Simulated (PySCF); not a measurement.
Basis and Hamiltonian dependence of the electron affinity of Bi

Bi⁻ [Xe] 4f14 5d10 6s2 6p4 (3P) → Bi [Xe] 4f14 5d10 6s2 6p3 (4S). Calculated with PySCF 2.14 from differences of total energies of unrestricted determinants, without spin-orbit coupling. Values in eV.

```csv
basis,Hamiltonian,functions,UHF,PBE,PBE0,MP2 (valence),CCSD(T) (valence),CCSD(T) (valence and next inner shell)
aug-cc-pVDZ-PP with ECP60MDF,ECP,32,-0.227,0.852,0.764,0.304,0.413,n/a
aug-cc-pwCVDZ-PP with ECP60MDF,ECP,48,-0.227,0.861,0.771,0.311,0.421,0.442
aug-cc-pVTZ-PP with ECP60MDF,ECP,55,-0.193,0.879,0.790,0.492,0.647,n/a
def2-TZVPPD with the def2 core potential (60 electrons),ECP,56,-0.317,0.733,0.675,0.309,0.456,0.484
"aug-cc-pVTZ-PP with one added diffuse shell each of d, f type with ECP60MDF",ECP,67,-0.192,0.879,0.791,0.495,0.650,n/a
def2-QZVPPD with the def2 core potential (60 electrons),ECP,88,-0.251,0.801,0.733,0.464,0.620,n/a
aug-cc-pVQZ-PP with ECP60MDF,ECP,92,-0.176,0.908,0.812,0.580,0.731,n/a
aug-cc-pwCVTZ-PP with ECP60MDF,ECP,96,-0.185,0.891,0.802,0.508,0.664,n/a
"x2c-TZVPPall with one added diffuse shell each of s, p, d, f type",spin-free X2C,99,-0.177,0.899,0.809,0.505,0.660,0.682
aug-cc-pVQZ-DK3,spin-free X2C,118,-0.174,n/a,n/a,0.582,0.734,n/a
aug-cc-pwCVTZ-DK3,spin-free X2C,125,-0.179,0.904,0.811,0.516,0.670,0.710
"aug-cc-pwCVTZ-DK3 with one added diffuse shell each of s, d, f type",spin-free X2C,138,-0.178,n/a,n/a,n/a,n/a,n/a
aug-cc-pV5Z-PP with ECP60MDF,ECP,139,-0.174,0.909,0.813,0.615,n/a,n/a
```

Q: Estimate the row for aug-cc-pVTZ-DK3 (spin-free X2C, 84 functions).

A: From the rows with the same Hamiltonian and similar size; the calculation gives UHF -0.18; PBE 0.90; PBE0 0.81; MP2 (valence) 0.50; CCSD(T) (valence) 0.66 (eV).

Extrapolation of CCSD(T) (valence) from aug-cc-pVTZ-PP with ECP60MDF and aug-cc-pVQZ-PP with ECP60MDF: the correlation parts are 0.841 and 0.908 eV; with the X⁻³ form and unrounded values, (4³ × 0.908 − 3³ × 0.841)/(4³ − 3³) = 0.956 eV, and adding the Hartree-Fock value -0.176 eV of the larger basis gives 0.780 eV.

Extrapolation of CCSD(T) (valence) from aug-cc-pVTZ-DK3 and aug-cc-pVQZ-DK3: the correlation parts are 0.841 and 0.908 eV; with the X⁻³ form and unrounded values, (4³ × 0.908 − 3³ × 0.841)/(4³ − 3³) = 0.956 eV, and adding the Hartree-Fock value -0.174 eV of the larger basis gives 0.782 eV.

Frozen in the all-electron rows: valence: [Xe] 4f14 5d10; valence and next inner shell: [Kr] 4d10 4f14; with a core potential, the same shells as far as they lie outside it.

Spin-orbit coupling is strong in these open shells (close to jj coupling), so the scalar numbers refer to model states.

In most of these bases the highest occupied level of the anion is positive at PBE, PBE0, so the basis helps to hold the electron.

Between the lowest levels the reference is 0.942 eV (measured; photodetachment measurements, as compiled on the Wikipedia data page of electron affinities); it includes spin-orbit coupling, which these numbers lack.
